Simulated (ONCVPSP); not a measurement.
## revPBE ONCV dataset for carbon, scalar-relativistic all-electron reference.

ONCVPSP 4.0.1 was run on this input:

```
# ATOM AND REFERENCE CONFIGURATION
# atsym  z   nc   nv     iexc    psfile
  C 6.00    1    2  -102130      upf
#
#   n    l    f
    1    0    2.00
    2    0    2.00
    2    1    2.00
#
# PSEUDOPOTENTIAL AND OPTIMIZATION
# lmax
    2
#
#   l,   rc,      ep,       ncon, nbas, qcut
    0    1.35    0.00    4    7    4.60
    1    2.45    0.00    4    7    5.80
    2    2.55    0.14    5    9    4.00
#
# LOCAL POTENTIAL
# lloc, lpopt,  rc(5),   dvloc0
    4    3    1.30    0.00
#
# VANDERBILT-KLEINMAN-BYLANDER PROJECTORs
# l, nproj, debl
    0    2    2.20
    1    2    2.90
    2    2    3.80
#
# MODEL CORE CHARGE
# icmod, fcfact, rcfact
    3    3.00    1.15
#
# LOG DERIVATIVE ANALYSIS
# epsh1, epsh2, depsh
   -2.00    5.00    0.02
#
# OUTPUT GRID
# rlmax, drl
    6.00    0.01
#
# TEST CONFIGURATIONS
# ncnf
    4
# nvcnf
#   n    l    f
    2
    2    0    2.00
    2    1    1.00
#
    2
    2    0    2.00
    2    1    0.00
#
    2
    2    0    1.00
    2    1    0.00
#
    2
    2    0    1.00
    2    1    2.00
#
```

Command:

```bash
oncvpsp.x < C.dat > C.out
```

Resulting log (shortened: citation, most of the input echo, consistency checks and plot data are left out):

```
ONCVPSP  (Optimized Norm-Conservinng Vanderbilt PSeudopotential)
scalar-relativistic version 4.0.1

#   n    l    f        energy (Ha)
    1    0    2.00    -1.0055687E+01
    2    0    2.00    -5.0649457E-01
    2    1    2.00    -1.9249032E-01

Reference configufation results
  iterations    26
  all-electron total energy (Ha)   -3.78127627D+01

Begin loop to  construct optimized pseudo wave functions
and semi-local pseudopoentials for all angular momenta

   Wellstate for l =  0  n =  4
     eigenvalue =   1.6935
     asymptotic potential =   2.1935
     half-point radius =  3.8331

Calculating optimized projector #   1

 for l=   0

    Fraction of norm inside rc  0.436577
    Optimizing pswf for qcut=   4.61 a_B^-1,  ecut=  10.65 Ha
    Residual kinetic energy error=  4.15D-03 Ha

    Energy error per electron        Cutoff
         Ha          eV             Ha
         0.01000     0.27211        7.97
         0.00100     0.02721       28.53
         0.00010     0.00272       62.38
         0.00001     0.00027       74.55

Calculating optimized projector #   2

 for l=   0

    Fraction of norm inside rc  0.085570
    Optimizing pswf for qcut=   4.61 a_B^-1,  ecut=  10.65 Ha
    Residual kinetic energy error=  4.81D-03 Ha

    Energy error per electron        Cutoff
         Ha          eV             Ha
         0.01000     0.27211        8.46
         0.00100     0.02721       15.05
         0.00010     0.00272       39.79
         0.00001     0.00027       67.13

   Wellstate for l =  1  n =  5
     eigenvalue =   2.7075
     asymptotic potential =   3.2075
     half-point radius =  4.3282

Calculating optimized projector #   1

 for l=   1

    Fraction of norm inside rc  0.790372
    Optimizing pswf for qcut=   5.81 a_B^-1,  ecut=  16.86 Ha
    Residual kinetic energy error=  3.45D-07 Ha

    Energy error per electron        Cutoff
         Ha          eV             Ha
         0.01000     0.27211        8.02
         0.00100     0.02721       10.78
         0.00010     0.00272       12.92
         0.00001     0.00027       14.65

Calculating optimized projector #   2

 for l=   1

    Fraction of norm inside rc  0.206368
    Optimizing pswf for qcut=   5.81 a_B^-1,  ecut=  16.86 Ha
    Residual kinetic energy error=  6.12D-05 Ha

    Energy error per electron        Cutoff
         Ha          eV             Ha
         0.01000     0.27211       11.74
         0.00100     0.02721       14.25
         0.00010     0.00272       16.78
         0.00001     0.00027       30.91

   Wellstate for l =  2  n =  3
     eigenvalue =   0.1400
     asymptotic potential =   0.6400
     half-point radius = 11.5406

   Wellstate for l =  2  n =  6
     eigenvalue =   3.9400
     asymptotic potential =   4.4400
     half-point radius =  4.3040

Calculating optimized projector #   1

 for l=   2

    Fraction of norm inside rc  0.021558
    Optimizing pswf for qcut=   4.00 a_B^-1,  ecut=   8.00 Ha
    Residual kinetic energy error=  2.53D-06 Ha

    Energy error per electron        Cutoff
         Ha          eV             Ha
         0.01000     0.27211        0.47
         0.00100     0.02721        1.84
         0.00010     0.00272        4.17
         0.00001     0.00027        6.60

Calculating optimized projector #   2

 for l=   2

    Fraction of norm inside rc  0.228846
    Optimizing pswf for qcut=   4.00 a_B^-1,  ecut=   8.00 Ha
    Residual kinetic energy error=  2.44D-02 Ha

    Energy error per electron        Cutoff
         Ha          eV             Ha
         0.01000     0.27211        9.83
         0.00100     0.02721       43.04
         0.00010     0.00272       55.66
         0.00001     0.00027       61.15

Construct Vanderbilt / Kleinmman-Bylander projectors

B matrix Hermiticity error, ll=   0
   1   2   -8.2391E-05

  Orthonormal projector coefficients  5.9079E+00  1.9525E+00

B matrix Hermiticity error, ll=   1
   1   2    1.7620E-05

  Orthonormal projector coefficients -1.3973E+00 -4.5959E-01

B matrix Hermiticity error, ll=   2
   1   2   -9.5843E-06

  Orthonormal projector coefficients -4.4244E+00 -9.1010E-01

Model core correction analysis
  based on d2Exc/dn_idn_j

d2excae - all-electron derivatives

   -5.090270D-02   -4.274699D-02
   -4.275155D-02   -3.977996D-02

d2excps - pseudofunction derivatives with no core correction

   -4.991252D-02   -4.372412D-02
   -4.372552D-02   -4.084648D-02

rms 2nd derivative error    1.002664E-03

rmatch, rhocmatch    0.5784    2.2688

Teter function model core charge with specified parameters

d2excps - pseudofunction derivatives with core correction

   -4.906376D-02   -4.413978D-02
   -4.414161D-02   -4.130302D-02

rms 2nd derivative error    1.547058E-03

Pseudoatom total energy   -5.325836

Diagnostic tests using Vanderbilt-Kleinman-Bylander pseudopotentials
  1 or more projectors used as specified by nproj input data

   l    rcore       rmatch      e in        delta e   norm test  slope test

   0   1.3524621   1.3935258  -0.5064946  -0.0000046   1.0000270   1.0000491
   0   1.3524621   1.3935258   1.6935054   0.0000007   1.0001472   1.0001472

   1   2.4599325   2.5346213  -0.1924903  -0.0000004   1.0000032   1.0000065
   1   2.4599325   2.5346213   2.7075097   0.0000007   1.0000080   1.0000080

   2   2.5651280   2.6430109   0.1400000   0.0000012   0.9999917   0.9999917
   2   2.5651280   2.6430109   3.9400000   0.0000206   0.9997600   0.9997600

 Testing for bound ghosts
   n   l    E NL Schr. Eq   E Basis Diag.   E Cutoff

   1   0       -0.506499       -0.495454    102.20

   2   1       -0.192491       -0.191978     36.74

 Testing for highly-localized positive-energy ghosts
       l    <radius>/rc     E Basis Diag.   E Cutoff

Test configuration 0

   n   l     f        eae           eps        diff
   1   0  2.0000  -10.05568656
   2   0  2.0000   -0.50649457   -0.50649915   -4.58D-06
   2   1  2.0000   -0.19249032   -0.19249074   -4.15D-07

    Total energies and differences
      AE_ref= -3.78127627D+01  AE_tst= -3.78127627D+01  dif=  0.00D+00
      PS_ref= -5.32583645D+00  PS_tst= -5.32583645D+00  dif= -8.88D-16
      PSP excitation error=  8.88D-16

Test configuration 1

   n   l     f        eae           eps        diff
   1   0  2.0000  -10.60681759
   2   0  2.0000   -0.94792755   -0.94525002    2.68D-03
   2   1  1.0000   -0.62265180   -0.61559286    7.06D-03

    Total energies and differences
      AE_ref= -3.78127627D+01  AE_tst= -3.74155649D+01  dif=  3.97D-01
      PS_ref= -5.32583645D+00  PS_tst= -4.93106967D+00  dif=  3.95D-01
      PSP excitation error=  2.43D-03

Test configuration 2

   n   l     f        eae           eps        diff
   1   0  2.0000  -11.34619984
   2   0  2.0000   -1.48486696   -1.46799259    1.69D-02

    Total energies and differences
      AE_ref= -3.78127627D+01  AE_tst= -3.65307720D+01  dif=  1.28D+00
      PS_ref= -5.32583645D+00  PS_tst= -4.06460742D+00  dif=  1.26D+00
      PSP excitation error=  2.08D-02

Test configuration 3

   n   l     f        eae           eps        diff
   1   0  2.0000  -12.20587797
   2   0  1.0000   -2.06168804   -2.03887801    2.28D-02

    Total energies and differences
      AE_ref= -3.78127627D+01  AE_tst= -3.47590391D+01  dif=  3.05D+00
      PS_ref= -5.32583645D+00  PS_tst= -2.31249087D+00  dif=  3.01D+00
      PSP excitation error=  4.04D-02

Test configuration 4

   n   l     f        eae           eps        diff
   1   0  2.0000  -10.61904028
   2   0  1.0000   -0.95172754   -0.95720914   -5.48D-03
   2   1  2.0000   -0.62685884   -0.62721025   -3.51D-04

    Total energies and differences
      AE_ref= -3.78127627D+01  AE_tst= -3.70904804D+01  dif=  7.22D-01
      PS_ref= -5.32583645D+00  PS_tst= -4.60123155D+00  dif=  7.25D-01
      PSP excitation error= -2.32D-03
```

The run took about 3 s on one core of a shared server CPU.
